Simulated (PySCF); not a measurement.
C6H7F, SMILES C=C1C=C(F)CC1.

Geometry optimised at PBE0-D3(BJ)/def2-SVP. This is a generated structure with no PubChem entry under its InChIKey; it may be hypothetical. One conformer was computed; it need not be the lowest.

Vertical ionisation energy (IE) and electron affinity (EA) in eV. Rows of orbital energies are one-electron estimates. Where ΔSCF, EOM or ADC give a negative EA the extra electron is unbound and the value depends on the basis.

| level | IE | EA |
|---|---|---|
| −ε(HOMO), −ε(LUMO), HF/def2-TZVP (PySCF) | 8.36 | -3.41 |
| −ε(HOMO), −ε(LUMO), PBE/def2-TZVP (PySCF) | 5.20 | 1.32 |
